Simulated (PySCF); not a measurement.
15N chemical shifts

Computed data (PySCF 2.14): structure optimised with GFN2-xTB, GIAO PBE0/pcSseg-1 shieldings. Non-relativistic, in vacuum, one averaged value for each set of equivalent atoms, single conformer.

Shieldings were converted by a linear fit to measured shifts: 15N: δ = -148.07 − 0.921σ (rms 6.3 ppm, 71 shifts vs CH3NO2, solution or neat liquid). Occasional misses reach two or three times the rms, and more in compound classes unlike the fitted ones.

Give the 15N shifts of `C#C[SiH2][SiH2]N`, `C#C[SiH2][SiH2]N`, `C#C[SiH2][SiH2]N`, `C=Nc1ccccc1C#N`, `C=Nc1cccc(C#N)c1`, `C[C@@H]1[C@H](F)C[P@]1(=O)CC#N`, `N[SiH2][Si@@H]([SiH3])[SiH2]O`.

Results:


```csv
compound,environment,δ (ppm)
C#C[SiH2][SiH2]N,"nitrogen bonded to Si, 2 H",-398.4
C#C[SiH2][SiH2]N,"nitrogen bonded to Si, 2 H",-398.4
C#C[SiH2][SiH2]N,"nitrogen bonded to Si, 2 H",-398.4
[CH2:1]=[N:2][c:3]1[cH:4][cH:5][cH:6][cH:7][c:8]1[C:9]#[N:10],N2: imine nitrogen,-27.6
[CH2:1]=[N:2][c:3]1[cH:4][cH:5][cH:6][cH:7][c:8]1[C:9]#[N:10],N10: nitrile nitrogen,-101.1
[CH2:1]=[N:2][c:3]1[cH:4][cH:5][cH:6][c:7]([C:8]#[N:9])[cH:10]1,N2: imine nitrogen,-15.4
[CH2:1]=[N:2][c:3]1[cH:4][cH:5][cH:6][c:7]([C:8]#[N:9])[cH:10]1,N9: nitrile nitrogen,-103.5
C[C@@H]1[C@H](F)C[P@]1(=O)CC#N,nitrile nitrogen,-109.7
N[SiH2][Si@@H]([SiH3])[SiH2]O,"nitrogen bonded to Si, 2 H",-391.2
```
